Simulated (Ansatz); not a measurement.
Basis sets compared for MoSF4. Charge 0, multiplicity 1. Geometry r2SCAN-D4/def2-SVP. Ansatz on 2 threads of AMD EPYC 7R13 on a shared host; times are rough, and most runs start from earlier orbitals.

```xyz
6

Mo   -0.004    0.008   -0.020
S     0.385   -0.741    1.887
F    -1.041   -1.272   -0.845
F     1.371   -0.611   -1.078
F     0.851    1.638   -0.088
F    -1.561    0.978    0.144
```

In the def2 sets Mo takes a core potential; there is no spin–orbit coupling. The restricted singlet is unstable towards broken spin symmetry in Hartree–Fock (as tested in another run); at PBE-D4/def2-SVP, PBE-D4/def2-TZVPD, PBE0-D4/def2-SVP, PBE0-D4/def2-TZVP and others this wasn't settled.

Binding counts from free atoms (Mo septet, S triplet, F doublet) in the same basis, without a counterpoise term.

```tsv
level	functions	energy (Eh)	HOMO (eV)	LUMO (eV)	binding per atom (eV)	wall time
PBE-D4/def2-SVP	105	-865.0615	-8.26	-5.27	4.54	1.4 s
PBE-D4/def2-TZVP	201	-865.7077	-8.30	-5.33	4.39	2.6 s
PBE0-D4/def2-SVP	105	-864.9960	-9.77	-4.72	3.99	2.7 s
PBE0-D4/def2-TZVP	201	-865.6442	-9.72	-4.67	3.91	4.4 s
ωB97M-V/def2-TZVP (with forces)	201	-865.9534	-11.84	-2.38	3.94	14 s
```

Q: Estimate the rows for PBE-D4/def2-TZVPD, PBE0-D4/def2-TZVPD, ωB97M-V/def2-TZVPD.

A: 
```csv
level,functions,energy (Eh),HOMO (eV),LUMO (eV),binding per atom (eV),wall time
PBE-D4/def2-TZVPD,246,-865.7134,-8.29,-5.33,4.39,4.3 s
PBE0-D4/def2-TZVPD,246,-865.6504,-9.68,-4.63,3.92,7 s
ωB97M-V/def2-TZVPD,246,-865.9605,-11.82,-2.37,3.94,16 s
```
